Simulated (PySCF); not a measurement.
## V²⁺ (vanadium, charge +2) across methods

[Ar] 3d2 4s1, high-spin 4F determinant (an excited configuration). Calculation: PySCF 2.14, in def2-TZVPPD (6s6p4d2f1g, 67 functions); no relativity, point nucleus.

```json
{"method": "TPSS", "E (hartree)": "-942.909", "mean ε 3p β (eV)": "-65.869", "mean ε 3d α (eV)": "-28.947", "mean ε 4s α (eV)": "-20.235", "Σ⟨r²⟩ (bohr²)": "22.38", "⟨S²⟩": "3.751"}
{"method": "r2SCANh", "E (hartree)": "-942.843", "mean ε 3p β (eV)": "-67.532", "mean ε 3d α (eV)": "-30.209", "mean ε 4s α (eV)": "-20.834", "Σ⟨r²⟩ (bohr²)": "22.37", "⟨S²⟩": "3.751"}
{"method": "PBE", "E (hartree)": "-942.629", "mean ε 3p β (eV)": "-65.594", "mean ε 3d α (eV)": "-28.666", "mean ε 4s α (eV)": "-20.371", "Σ⟨r²⟩ (bohr²)": "22.37", "⟨S²⟩": "3.750"}
{"method": "HSE06", "E (hartree)": "-942.699", "mean ε 3p β (eV)": "-68.033", "mean ε 3d α (eV)": "-30.595", "mean ε 4s α (eV)": "-20.794", "Σ⟨r²⟩ (bohr²)": "22.36", "⟨S²⟩": "3.751"}
{"method": "r2SCAN", "E (hartree)": "-942.844", "mean ε 3p β (eV)": "-66.518", "mean ε 3d α (eV)": "-29.335", "mean ε 4s α (eV)": "-20.553", "Σ⟨r²⟩ (bohr²)": "22.37", "⟨S²⟩": "3.751"}
{"method": "PBE0", "E (hartree)": "-942.679", "mean ε 3p β (eV)": "-68.440", "mean ε 3d α (eV)": "-31.031", "mean ε 4s α (eV)": "-21.099", "Σ⟨r²⟩ (bohr²)": "22.36", "⟨S²⟩": "3.751"}
{"method": "LDA", "E (hartree)": "-940.682", "mean ε 3p β (eV)": "-65.699", "mean ε 3d α (eV)": "-28.632", "mean ε 4s α (eV)": "-20.640", "Σ⟨r²⟩ (bohr²)": "22.36", "⟨S²⟩": "3.750"}
{"method": "r2SCAN0", "E (hartree)": "-942.842", "mean ε 3p β (eV)": "-69.053", "mean ε 3d α (eV)": "-31.532", "mean ε 4s α (eV)": "-21.257", "Σ⟨r²⟩ (bohr²)": "22.36", "⟨S²⟩": "3.751"}
```

Estimate the same row for UHF.

E (hartree) = -941.96655; mean ε 3p β (eV) = -75.496; mean ε 3d α (eV) = -37.437; mean ε 4s α (eV) = -22.886; Σ⟨r²⟩ (bohr²) = 22.52; ⟨S²⟩ = 3.752.
